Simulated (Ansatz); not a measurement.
`CB1O[SiH]1N` + `N[SiH2][SiH3]` → `CN[SiH2][SiH3]` + `N[SiH]1BO1`  (substitution at a C–B bond)

Program: Ansatz. Geometries: PBE0-D4/def2-TZVP. ΔE: electronic, gas phase. CCSD(T)/CBS adds triple-zeta CCSD(T) − MP2 to the extrapolated MP2 energy (def2 sets, frozen cores). This one scheme is used for every species. Functionals use def2-TZVPP. B3LYP here is the variant with VWN-RPA as its local correlation; programs differ in this. One conformer a species, not always the lowest.

```json
{"level": "PBE-D4", "ΔE (kJ/mol)": "97.4"}
{"level": "r2SCAN-D4", "ΔE (kJ/mol)": "101.7"}
{"level": "B3LYP-D4", "ΔE (kJ/mol)": "95.1"}
{"level": "ωB97M-V", "ΔE (kJ/mol)": "98.9"}
{"level": "PBE0", "ΔE (kJ/mol)": "100.3"}
{"level": "B3LYP", "ΔE (kJ/mol)": "97.6"}
{"level": "SCS-MP2/def2-QZVPP", "ΔE (kJ/mol)": "95.9"}
{"level": "MP2/CBS(def2)", "ΔE (kJ/mol)": "101.5"}
```

What does CCSD(T)/CBS give? (Best estimate.)

Ansatz gave: +98.0 kJ/mol. The listed levels differ from it by -0.6, 3.7, -2.9, 0.9, 2.3, -0.4, -2.1, 3.5 kJ/mol.

Largest T1 diagnostic among the species: 0.015.

In def2-TZVPP, CCSD(T) changes the Hartree–Fock value by +3.2 kJ/mol (the triples alone add −0.1 kJ/mol) and MP2 by +6.8 kJ/mol.
